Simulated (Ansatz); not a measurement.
`ClB(Cl)Br`. The species carries charge 0 and has multiplicity 1.

Cartesian coordinates in Å:
```
Cl 1.374 0.720 -0.824
B 0.037 -0.021 -0.003
Cl 0.210 -1.599 0.695
Br -1.621 0.900 0.132
```

List the harmonic frequencies (cm⁻¹, unscaled) at PBE0-D4/def2-TZVP in Ansatz. (Best estimate.)

The calculation gave: 209, 222, 413, 433, 896, 976.

Is this a minimum?

Yes, all 6 modes are real.

Give the ideal-gas thermochemistry at 298.15 K and 1 bar (rigid rotor, harmonic oscillator; point group C2v, symmetry number 2).

Zero-point energy 18.8 kJ/mol; H(298) − E = 33.3 kJ/mol; entropy 310.3 J/(mol·K), of which translation 172.3, rotation 112.9, vibration 25.1; G(298) − E = -59.2 kJ/mol.

Rotational constants (cm⁻¹)?

0.1052, 0.05788, 0.03734.
